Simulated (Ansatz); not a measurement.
Ideal-gas functions of AsGaH4, SMILES `[GaH2][AsH2]` at 600 K and 1 bar, from an Ansatz frequency run at PBE0-D4/def2-TZVP.

Molar mass 148.68 g/mol, point group Cs (symmetry number 1), electronic degeneracy 1, moments of inertia 8.36, 223.69, 227.83 u Å². Harmonic wavenumbers (cm⁻¹, unscaled): 186, 259, 359, 425, 614, 623, 743, 984, 1959, 1969, 2213, 2228.

Use S(trans) = R[1.5 ln M + 2.5 ln T − 1.1517]; rotational temperatures θ = 24.2544 K / I; S(rot) = R[ln(√π/σ · √(T³/θAθBθC)) + 1.5]; for each mode x = 1.438777 ν̃/T, S = R[x/(eˣ − 1) − ln(1 − e⁻ˣ)] and H = RT x/(eˣ − 1); 1 cm⁻¹ = 0.0119627 kJ/mol; R = 8.31446 J/(mol·K).

Task: By hand: the entropy, in J/(mol·K).

Result: Translation 185.8. Rotation: θ = 2.9012, 0.1084, 0.1065 K, giving 111.1. Vibration, mode by mode: 15.10, 12.41, 9.81, 8.51, 5.81, 5.71, 4.53, 2.87, 0.44, 0.43, 0.26, 0.25, in all 66.1. Electronic 0.0. Sum 363.0 J/(mol·K).

Task: By hand: H − E and G − E in kJ/mol, counted from the electronic energy.

Result: Zero-point energy ½ × 12562 × 0.0119627 = 75.1; thermal vibration 21.6; translation, rotation and pV give 4 RT = 20.0. H − E = 116.7 kJ/mol, and G − E = 116.7 − 600 × 363.0/1000 = -101.1 kJ/mol.

Vibration gives 18 % of the entropy.
